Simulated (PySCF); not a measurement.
A structure optimised at PBE0-D3(BJ)/def2-SVP (Å):
```
atom  x, y, z in Å
F1     1.333    0.141    2.141
Si2    1.175   -0.123    0.540
C3    -0.219   -1.339    0.173
Si4   -1.212    0.134   -0.528
C5     0.278    1.305   -0.301
H6     2.532   -0.469    0.025
H7     0.046   -2.105   -0.574
H8    -0.656   -1.847    1.045
H9    -2.380    0.504    0.327
H10   -1.665   -0.037   -1.943
H11    0.101    2.190    0.329
H12    0.743    1.641   -1.242
```

Neutral, closed shell.

Problem. Which heavy atoms are bonded, and with what formal order?

Solution. F1–Si2 1.63 Å (single); Si2–C3 1.89 Å (single); C3–Si4 1.91 Å (single); Si4–C5 1.91 Å (single); Si2–C5 1.89 Å (single). Bonds to hydrogen (Å): Si2–H6 1.49; C3–H7 1.10; C3–H8 1.10; Si4–H9 1.49; Si4–H10 1.49; C5–H11 1.10; C5–H12 1.10.

Problem. Write the SMILES.

Solution. `F[SiH]1C[SiH2]C1`, C2H7FSi2. Among its features: Si–H bond and C–Si bond.

Problem. What is the point group of this geometry?

Solution. Cs (every atom within 0.08 Å of its image).

Problem. Which rings does it hold (smallest set)?

Solution. Si2–C3–Si4–C5 (4 members, 0.04 Å rms from planarity).

Problem. Classify the heavy atoms.

Solution. F1: silicon-bound fluorine; Si2: fluorine-bound silicon; C3/C5: sp3 carbon bound to silicon; Si4: SiH2 silicon.

Problem. What is the arrangement about Si2?

Solution. It has 4 neighbours (F1, C3, C5, H6) and has angles from 92.9° to 117.1°.

Problem. What is the arrangement about Si4?

Solution. It has 4 neighbours (C3, C5, H9, H10) and has angles from 91.4° to 114.8°.

These are computed values.
